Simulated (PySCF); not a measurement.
Molecule: `FB1NBNBN1`, B₃FH₅N₃.

Cartesian coordinates in Å; atom numbers follow the order of the lines, from 1:
```xyz
12

F    -2.5732    0.5594    0.7641
B    -1.3098    0.2848    0.3889
N    -0.8333   -1.0456    0.4079
B     0.4923   -1.3651    0.0176
N     1.3140   -0.2857   -0.3941
B     0.8866    1.0653   -0.4324
N    -0.4486    1.3242   -0.0300
H    -1.4604   -1.7754    0.7081
H     0.8816   -2.4701    0.0370
H     2.2602   -0.4916   -0.6762
H     1.5958    1.9318   -0.7775
H    -0.8041    2.2673   -0.0393
```

Frames of a GFN2-xTB Langevin trajectory at 600 K; GIAO PBE0/pcSseg-1 shieldings in PySCF 2.14, gas phase, non-relativistic; equivalent atoms averaged within each frame.

Shifts are taken against calculated references (same method and geometry level): ¹⁹F (170.95 ppm) against CFCl3; BF3·OEt2 for ¹¹B (100.07 ppm); ¹⁵N (267.73 ppm) against NH3; ¹H (31.72 ppm) against TMS. The references are static minima.

How do the shifts (ppm) fluctuate along the trajectory?

Results:


| time (fs) | F1 | B4/B6 | B2 | N5 | N3/N7 | H8/H12 | H10 | H9/H11 |
| --- | --- | --- | --- | --- | --- | --- | --- | --- |
| optimised geometry | -142.1 | 27.8 | 22.0 | 140.8 | 122.7 | 5.10 | 5.70 | 4.72 |
| 250 | -123.4 | 28.2 | 24.4 | 148.6 | 126.2 | 5.52 | 5.32 | 4.30 |
| 425 | -117.9 | 31.4 | 20.8 | 137.7 | 127.5 | 5.86 | 5.90 | 5.23 |
| 625 | -130.2 | 30.5 | 23.5 | 140.6 | 130.0 | 5.49 | 5.06 | 5.52 |
| 800 | -119.6 | 30.7 | 23.6 | 137.9 | 131.5 | 5.65 | 4.70 | 5.11 |
| 1000 | -131.9 | 32.7 | 24.0 | 149.7 | 121.2 | 5.09 | 6.76 | 5.87 |
| mean of frames | -124.6 | 30.7 | 23.2 | 142.9 | 127.3 | 5.52 | 5.55 | 5.21 |
| standard deviation | 6.2 | 1.6 | 1.4 | 5.8 | 4.0 | 0.28 | 0.81 | 0.58 |

5 frames give an uncertainty of the mean of about the standard deviation over 2.2 at best, since frames this close in time may not be independent; classical motion lacks zero-point vibration, and the reference would need the same averaging.
